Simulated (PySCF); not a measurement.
## Removal energies of Se¹⁶⁺ from EOM-IP-GCCSD

Reference: closed-shell Se¹⁶⁺, [Ar]; one electron is removed. Calculated with PySCF 2.14, two-component X2C-1e with screened spin-orbit coupling, an even-tempered Gaussian basis (19 s from 0.48 bohr⁻², ratio 2.6; 14 p from 0.62 bohr⁻², ratio 2.6; 6 d from 0.64 bohr⁻², ratio 2.8; 3 f from 16 bohr⁻², ratio 2.8); frozen [Ne]; the 64 highest virtual spinors dropped; of the others 50 kept and the rest restored at second order. No Breit or QED terms. Binding energies in eV.

```json
{"level": "3s1/2", "Koopmans": "726.51", "second order": "717.66", "EOM-CCSD": "713.90"}
{"level": "3p1/2", "Koopmans": "659.20", "second order": "659.20", "EOM-CCSD": "659.32"}
{"level": "3p3/2", "Koopmans": "650.72", "second order": "650.83", "EOM-CCSD": "650.97"}
```

In EOM-CCSD the overlap with the one-orbital guess is low for 3s1/2 (weight 0.78). That can mean mixing with two-hole, one-particle states, where second order and EOM-CCSD lose accuracy, or only a rotation among the degenerate components of the shell; the terms of those configurations are not listed.

For comparison, the ionisation energy of Se¹⁶⁺ is 650.5 ± 2.1 eV (semi-empirical (NIST evaluation); NIST Atomic Spectra Database, ionization energies).
